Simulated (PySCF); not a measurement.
CH9FOSi3, SMILES [Si@H](O[SiH2]C)([SiH3])F.

Geometry: PBE0-D3(BJ)/def2-SVP. The structure was generated by enumeration; whether it is a known compound was not checked. Other conformers were not sampled.

Two levels are set side by side: PBE/def2-TZVP (PySCF) and ωB97X/def2-TZVP (PySCF). Same geometry, gas phase. Differences are taken from unrounded values.

```tsv
quantity	ωB97X
orbital gap (eV)	12.09
highest occupied level (eV)	-10.33
lowest empty level (eV)	1.76
dipole moment (D)	0.68
mean polarisability (bohr³)	91.5
```

Task: What does PBE give, and how far is it from ωB97X? (An estimate is asked for; the answer gives what the named calculation found.)

Result: 
```tsv
quantity	PBE	PBE minus ωB97X
orbital gap (eV)	5.68	-6.41
highest occupied level (eV)	-6.77	3.56
lowest empty level (eV)	-1.09	-2.85
dipole moment (D)	0.67	-0.01
mean polarisability (bohr³)	97.0	5.5
```

Without exact exchange PBE keeps part of each electron's self-repulsion, which lifts occupied levels and narrows the gap. Loosely held outer electrons make PBE densities more polarisable. Differences between two approximate levels are no errors against the true value.

Rough cost on one machine, each run with all the roots and properties that it gave: ωB97X against PBE within a factor of 2.
